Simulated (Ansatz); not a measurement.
A nudged elastic band was laid between two geometries of C2H9ClSi2 (14 atoms, charge 0, multiplicity 1).

These are results of RKS LDA/def2-SVP in Ansatz, not measurements.

```yaml
movable_images: 9
climbing_image: yes
spring: 5.0 eV/Å²
optimiser: quadratic models (default)
start_path: IDPP
force_threshold: 0.03 eV/Å
iteration_limit: 60
end_points: relaxed
```

Image 0:

```xyz
14
Properties=species:S:1:pos:R:3
C -1.893 1.259 1.252
Si -0.602 1.053 -0.093
Si 0.535 -0.980 0.107
C 1.834 -1.164 -1.252
Cl 2.693 -2.717 -1.081
H -2.646 0.445 1.201
H -2.422 2.229 1.143
H -1.420 1.231 2.257
H -1.246 1.113 -1.458
H 0.408 2.175 -0.032
H 1.230 -1.065 1.442
H -0.428 -2.136 0.002
H 1.363 -1.132 -2.258
H 2.580 -0.342 -1.202
```

Image 10:

```xyz
14
Properties=species:S:1:pos:R:3
C -2.047 1.125 1.126
Si -0.766 0.922 -0.229
Si 0.682 -0.855 0.225
C 1.980 -1.043 -1.134
Cl 3.071 -2.403 -0.762
H -2.728 1.972 0.901
H -1.556 1.323 2.102
H -2.659 0.204 1.227
H -1.438 0.672 -1.560
H 0.051 2.185 -0.378
H 1.397 -0.628 1.533
H -0.087 -2.148 0.328
H 1.500 -1.235 -2.118
H 2.589 -0.119 -1.232
```

Problem. What changes between the two ends?

Solution. No bond is made or broken. The dihedral H7–C1–Si2–Si3 goes from 180 to 60°. The two ends are copies of one structure, up to a mirror image or an exchange of like atoms.

Problem. Give the energies along the band, and the barrier.

Solution. It converged. The highest image is number 5 of 0 to 10, 0.068 eV above the ends, which have the same energy within 2 meV. A vibrational analysis at the climbing image gives one clearly imaginary mode, 171i cm⁻¹: a first-order saddle point.

```tsv
image	path coordinate (Å)	energy (eV)	dihedral H7–C1–Si2–Si3 (°)
0	0.00	0.000	180
1	0.36	0.006	168
2	0.71	0.022	157
3	1.07	0.043	144
4	1.43	0.061	132
5	1.78	0.068	120
6	2.14	0.061	108
7	2.50	0.043	96
8	2.86	0.022	84
9	3.22	0.006	72
10	3.57	0.000	60
```

Problem. What is the geometry of the highest image?

Solution. 
```xyz
14
Properties=species:S:1:pos:R:3:forces:R:3
C -2.035 1.136 1.155 -0.01 0.00 0.01
Si -0.751 0.933 -0.210 0.02 -0.01 -0.01
Si 0.675 -0.869 0.211 0.01 0.00 -0.02
C 1.961 -1.052 -1.160 0.00 -0.01 0.00
Cl 3.035 -2.431 -0.814 0.01 -0.01 0.00
H -3.060 1.045 0.743 -0.01 -0.01 0.00
H -1.944 2.134 1.630 0.00 0.01 0.01
H -1.916 0.368 1.948 -0.01 0.01 0.00
H -1.414 0.712 -1.549 -0.01 0.00 0.00
H 0.090 2.179 -0.354 0.00 0.01 0.00
H 1.400 -0.673 1.519 0.00 0.01 0.00
H -0.110 -2.154 0.300 -0.01 0.00 0.00
H 1.473 -1.223 -2.143 0.00 0.00 0.00
H 2.582 -0.135 -1.247 0.00 0.00 0.00
```

Problem. What are the harmonic wavenumbers there?

Solution. 171i, 34, 59, 71, 169, 190, 319, 434, 448, 550, 627, 653, 681, 696, 740, 770, 788, 813, 822, 876, 889, 1066, 1126, 1194, 1339, 1358, 1360, 2133, 2137, 2148, 2159, 2984, 2994, 3065, 3089, 3098 cm⁻¹.

Run time: 99 s on 2 threads of Arm Neoverse N1 (shared host), peak memory 0.17 GiB.
